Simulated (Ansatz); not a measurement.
Cost and result for the atomization energy of `CC1C=CCS1(=O)=O` (16 atoms, 16 bonds).

```xyz
16

C    -0.7387   -1.2630   -1.4725
C    -0.6489   -0.5632   -0.1308
C    -0.9331    0.9035   -0.1529
C    -0.1071    1.6969    0.5216
C     1.0188    1.0340    1.2393
S     1.0345   -0.6313    0.5513
O     1.9724   -0.6578   -0.5381
O     1.1178   -1.6172    1.5933
H    -0.4751   -2.3179   -1.3842
H    -0.0652   -0.8005   -2.1940
H    -1.7619   -1.1982   -1.8495
H    -1.2711   -1.0734    0.6125
H    -1.7785    1.2773   -0.7201
H    -0.2195    2.7740    0.5567
H     1.9955    1.4834    1.0499
H     0.8600    0.9534    2.3173
```

Total charge 0; spin multiplicity 1. Geometry: relaxed with PBE0-D4/def2-TZVP. Program: Ansatz. All runs use 2 threads of an AMD EPYC 7R13 on a shared host and a share of an NVIDIA H100 80 GB. Times are those of one run each, without the atoms' runs, and a repeat can differ threefold. Electronic energies, without spin–orbit coupling; frozen cores. CCSD(T)/CBS adds CCSD(T) − MP2 in def2-TZVPP to the MP2 limit, and its time is that of the two runs behind it. T1 = 0.015. B3LYP takes the VWN-RPA correlation (the form of Gaussian; ORCA's B3LYP/G).

CCSD(T)/CBS is a level of theory with its own doubt, some kJ/mol a heavy atom from the limit and from the frozen cores, so smaller differences don't rank the functionals.

| level | functions | wall time | atomization (kcal/mol) | difference from CCSD(T)/CBS | per bond |
| --- | --- | --- | --- | --- | --- |
| r2SCANh-D4/def2-TZVPP | 371 | 2.4 s | 1580.1 | -0.1 | 0.0 |
| revPBE-D4/def2-TZVPP | 371 | 2.7 s | 1594.0 | 13.8 | 0.9 |
| B3LYP-D4/def2-TZVPP (with forces) | 371 | 2.8 s | 1575.4 | -4.8 | -0.3 |
| PBE0-D4/def2-TZVPP | 371 | 3.3 s | 1597.8 | 17.6 | 1.1 |
| CAM-B3LYP-D4/def2-TZVPP | 371 | 4.5 s | 1582.2 | 2.0 | 0.1 |
| r2SCAN-D4/def2-TZVPP (with forces) | 371 | 4.5 s | 1593.2 | 13.0 | 0.8 |
| PBE-QIDH/def2-TZVPP | 371 | 6.5 s | 1579.8 | -0.4 | 0.0 |
| CCSD(T)/def2-SVP | 156 | 7 s | 1462.0 | -118.2 | -7.4 |
| B2PLYP/def2-TZVPP | 371 | 7 s | 1560.3 | -19.9 | -1.2 |
| MP2/def2-QZVPP | 709 | 12 s | 1607.0 | 26.8 | 1.7 |
| ωB97M-V/def2-TZVPP (with forces) | 371 | 13 s | 1584.7 | 4.5 | 0.3 |
| CCSD(T)/def2-TZVPP | 371 | 35 s | 1533.6 | -46.6 | -2.9 |
| CCSD(T)/CBS(def2) | – | 47 s | 1580.2 | 0.0 | 0.0 |

The D4 term adds +17.9 kcal/mol with B3LYP and +9.4 kcal/mol with PBE0; it sums over pairs of atoms, weighted by their polarisabilities, and B3LYP, whose exchange is more repulsive, gets the larger term. Leaving LDA and LC-ωPBE aside and taking each functional with its dispersion term where it has one, the values, not all of them listed here, spread over 121.1 kcal/mol, from BHLYP-D4 to PBE-D4. LDA lies +228.3 kcal/mol from PBE without D4, its usual overbinding. From r2SCAN to r2SCAN0 (25 % exact exchange), in def2-TZVPP and without D4, the atomization energy moves by −32.4 kcal/mol: exact exchange takes away binding that semilocal exchange gives to molecules.
